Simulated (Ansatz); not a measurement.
Ansatz (a quantum-chemistry and plane-wave program) input (wB97X-V/def2-TZVP):

Ansatz 0.2 input:
```yaml
crystal:
  periodic: [false, false, false]
  atoms:
    - {symbol: Bi, position_ang: [-0.00000000, -0.00000000, -1.31947480]}
    - {symbol: Bi, position_ang: [0.00000000, 0.00000000, 1.31947480]}
basis:
  gaussian:
    orbitals: def2-TZVP
hamiltonian:
  xc: {name: wB97X-V}
relax: {f_tol: 0.003, max_steps: 100}
```

End of the output:

```
reference -11680.22663620 eV, -429.2404117382 hartree; 23, 23 occupied and 77, 77 virtual orbitals, 788 factors
relax step   5: F+E_penalty+E_count = -11680.22663752 eV  Δ(F+E_penalty+E_count) = -6.001e-6 eV  max|allowed force component| = 2.793e-3 eV/Å  Δτ_max = 0.0005 Å  (37 SCF iters, accepted)
integrals: 0.05 GiB planned
788 factors; their error is unknown
integrals: 0.08 GiB planned
244 factors; integrals over basis functions are off by at most 1.8e-5 eV
mean field: 0.43 GiB planned
mean field evaluation 64: about -11680.2266 eV, gradient 2.1e-2 eV
mean field -11680.22663752 eV, -429.2404117869 hartree, gradient 8.7e-6 eV, S^2 0.000000; 1 other end points of the search recorded, 0 dependent functions left out
the calculation of the forces begins
reference -11680.22663620 eV, -429.2404117382 hartree; 23, 23 occupied and 77, 77 virtual orbitals, 788 factors
Total energy: -11680.22663620 eV, -429.2404117382 hartree
Atom 0 at    -0.000000    -0.000000    -1.282256 Å, force     0.000000    -0.000000     0.002793 eV/Å
Atom 1 at     0.000000     0.000000     1.282256 Å, force     0.000000    -0.000000    -0.002793 eV/Å
Dipole moment:    -0.000000     0.000000     0.000000 e Å
```
